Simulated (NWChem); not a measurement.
Molecule: SiH$_{2}$Cl$_{2}$; SMILES Cl[SiH2]Cl

Computed with NWChem. Pople sets run with spherical d functions. All runs use the structure optimised with PBE0/def2-SVP. Total energies compare along this basis series because the functional is fixed.

| level | basis functions | energy (Ha) | highest occupied level (eV) | orbital gap (eV) | dipole (D) |
|---|---|---|---|---|---|
| Hartree-Fock/STO-3G | 29 | -1196.0284 | -10.68 | 18.40 | 3.00 |
| Hartree-Fock/3-21G | 43 | -1203.2161 | -12.66 | 15.60 | 2.83 |
| Hartree-Fock/6-31G* | 58 | -1209.1364 | -12.47 | 15.68 | 1.93 |
| Hartree-Fock/6-31+G* | 70 | -1209.1376 | -12.50 | 14.13 | 1.88 |
| Hartree-Fock/6-311G** | 90 | -1209.2126 | -12.54 | 15.53 | 1.95 |
| Hartree-Fock/6-311++G** | 104 | -1209.2163 | -12.49 | 13.95 | 1.88 |
